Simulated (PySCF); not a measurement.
Write Cartesian coordinates for `C([BH2-][PH2+]B)#C` as optimised with PBE0-D3(BJ)/def2-SVP.

```xyz
12
C2H7B2P angstrom
B     -1.8714    1.0370    0.2587
P     -0.8231   -0.4581   -0.2646
B      0.8548   -0.5327    0.8226
C      1.6446    0.7395    0.3995
C      2.2270    1.7474    0.0376
H     -2.6656    0.8911    1.1499
H     -1.6476    2.1084   -0.2352
H     -1.6212   -1.6205   -0.1470
H     -0.5821   -0.3805   -1.6555
H      1.3244   -1.6020    0.4647
H      0.4416   -0.5497    1.9710
H      2.7622    2.6280   -0.2663
```

Orientation and origin are arbitrary. Atoms count from 1 in this order. The B–P distances run from 1.899 Å (B1–P2, drawn single) to 2.001 Å (P2–B3, drawn single), a spread of 0.102 Å. B3 (four-coordinate boron) is distorted tetrahedral (angles from 101.3° to 116.2°). B1 (three-coordinate boron) is planar (angles 122.4°, 119.1° and 118.2°, sum 359.7°, 0.04 Å off the plane of its three neighbours). P2 (phosphorus bonded to 2 B and 2 H) is distorted tetrahedral (angles from 102.9° to 113.4°).

Bonds between heavy atoms (Å): B1–P2 1.899, P2–B3 2.001, B3–C4 1.556, C4≡C5 1.219.

Method used: PBE0-D3(BJ)/def2-SVP geometry optimisation, gas phase (PySCF 2.14.0).

Point group: C1 (no symmetry element, even within 0.4 Å). PBE0-D3(BJ)/def2-SVP frequencies: not computed here. The numbers are those of one conformer (H–B1–P2–B3 -89° and 85°, B1–P2–B3–C4 -66°).

On an Arm Neoverse V1 with one thread, shared host, this took 29 s of wall time and 0.45 GiB of memory at its peak. This is the geometry optimisation.
